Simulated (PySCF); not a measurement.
InFI2, SMILES [F][In]([I])[I].

The structure is a stationary point at PBE-D3(BJ)/def2-SVP. The structure was generated by enumeration; whether it is a known compound was not checked. The def2 effective core potentials stand for the cores of I, In; spin–orbit coupling is left out.

Computed with PBE-D3(BJ)/def2-SVP (PySCF).

Frequencies are harmonic and unscaled.

```json
[
 {"mode": "1", "ν (cm⁻¹)": "46", "IR (km/mol)": "0.7", "moving atoms (share of kinetic energy)": "I 64 %, In 31 %"},
 {"mode": "2", "ν (cm⁻¹)": "86", "IR (km/mol)": "9.0", "moving atoms (share of kinetic energy)": "In 49 %, F 43 %, I 8 %"},
 {"mode": "3", "ν (cm⁻¹)": "109", "IR (km/mol)": "16.5", "moving atoms (share of kinetic energy)": "F 87 %, I 11 %"},
 {"mode": "4", "ν (cm⁻¹)": "167", "IR (km/mol)": "2.2", "moving atoms (share of kinetic energy)": "I 71 %, In 25 %"},
 {"mode": "5", "ν (cm⁻¹)": "232", "IR (km/mol)": "47.2", "moving atoms (share of kinetic energy)": "In 65 %, I 35 %"},
 {"mode": "6", "ν (cm⁻¹)": "586", "IR (km/mol)": "53.5", "moving atoms (share of kinetic energy)": "F 86 %, In 14 %"}
]
```
